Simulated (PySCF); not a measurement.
# Indirect couplings

Geometry:
| atom | x (Å) | y (Å) | z (Å) |
| --- | --- | --- | --- |
| F1 | -1.549 | -0.906 | 2.056 |
| C2 | -0.734 | -0.528 | 1.073 |
| C3 | -1.120 | 0.539 | 0.276 |
| C4 | -0.251 | 0.906 | -0.733 |
| C5 | 0.936 | 0.201 | -0.895 |
| C6 | 1.198 | -0.845 | -0.029 |
| N7 | 0.371 | -1.210 | 0.950 |
| H8 | -2.059 | 1.046 | 0.453 |
| H9 | -0.497 | 1.733 | -1.389 |
| H10 | 1.641 | 0.458 | -1.674 |
| H11 | 2.112 | -1.423 | -0.117 |

Couplings: B97-2/pcJ-2 (spin–dipole term only in couplings to heteroatoms) in PySCF 2.14.0 with density-fitted response routines, geometry PBE0-D3(BJ)/def2-TZVP; gas phase, one conformer, non-relativistic. Couplings are averaged over pairs made equivalent by symmetry, fast rotation or ring inversion, so a value needn't be that of the named pair in this geometry, while other rotamers aren't included; one pair stands for each set, and the list holds a selection of those of at least 1.5 Hz over up to four bonds. One-bond C–F couplings come out tens of Hz too large with common functionals.

Isotopes: ¹⁹F, ¹³C, ¹H, ¹⁵N.

| pair | bonds | J (Hz) |
| --- | --- | --- |
| F1, C2 | 1 | -294.8 |
| C2, C3 | 1 | 73.7 |
| C2, N7 | 1 | -11.6 |
| C3, C4 | 1 | ? |
| C3, H8 | 1 | 157.8 |
| C4, C5 | 1 | 53.8 |
| C4, H9 | 1 | ? |
| C5, C6 | 1 | ? |
| C5, H10 | 1 | 155.3 |
| C6, H11 | 1 | 170.6 |
| F1, C3 | 2 | 34.7 |
| C2, H8 | 2 | -3.3 |
| C4, H10 | 2 | 1.8 |
| C5, N7 | 2 | ? |
| C5, H11 | 2 | 8.2 |
| C6, H10 | 2 | 3.8 |
| N7, H11 | 2 | -12.1 |
| F1, C4 | 3 | 5.6 |
| F1, H8 | 3 | -4.3 |
| C4, H11 | 3 | ? |
| N7, H10 | 3 | -1.7 |
| H8, H9 | 3 | ? |
| H10, H11 | 3 | 5.1 |
| F1, C5 | 4 | 6.7 |
| C2, H10 | 4 | ? |
| C3, H11 | 4 | ? |

Task: Estimate the withheld couplings, with signs.

Result: 
- ¹J(C3,C4) = 55.0 Hz (bond length 1.382 Å)
- ¹J(C4,H9) = 152.6 Hz (bond length 1.084 Å, sp2 carbon)
- ¹J(C5,C6) = 54.7 Hz (bond length 1.383 Å)
- ²J(C5,N7) = 2.8 Hz (angle at C6 123°)
- ³J(C4,H11) = 7.3 Hz (dihedral angle 180°)
- ³J(H8,H9) = 8.5 Hz (dihedral angle 0°)
- ⁴J(C2,H10) = -1.7 Hz
- ⁴J(C3,H11) = -1.7 Hz
